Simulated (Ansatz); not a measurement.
Worked example: SiH(CH3)Cl2 + MgH → SiH(CH3)Cl + MgHCl

Species: SiH(CH3)Cl2 (methyldichlorosilane), singlet; MgH, doublet; SiH(CH3)Cl, doublet; MgHCl `[MgH][Cl]`, singlet. A radical takes Cl: the energy is the difference in strength between the Si–Cl bond broken and the Mg–Cl bond made.

Shapes, held fixed at every level: PBE0-D4/def2-TZVP. Programs: Ansatz 0.2.0. The zero-point and thermal change to 298 K, harmonic and unscaled (PBE0-D4/def2-TZVP), is -0.9 kJ/mol.

At CCSD(T)/def2-TZVPP; 1 Eh = 2625.50 kJ/mol:

```
    species   energy (Eh)
SiH(CH3)Cl2  -1249.067077
        MgH   -200.357447
 SiH(CH3)Cl   -789.224495
      MgHCl   -660.200097
```

Question: Work out ΔH(298 K) of the reaction at this level.

Answer: 
1. Products less reactants: (-789.224495) + (-660.200097) − [(-1249.067077) + (-200.357447)] = -0.000068 Eh = -0.2 kJ/mol.
2. With the thermal change: -0.2 + (-0.9) = -1.1 kJ/mol.

Other levels give -20.8 (HF/def2-SVP) to +12.9 kJ/mol (SPW92/def2-TZVPP). No measured value is set beside it here. Open shells run unrestricted. Outer-core shells of Mg are correlated in most correlated rows, in sets that cover them unevenly. That is about zero within the method's error.
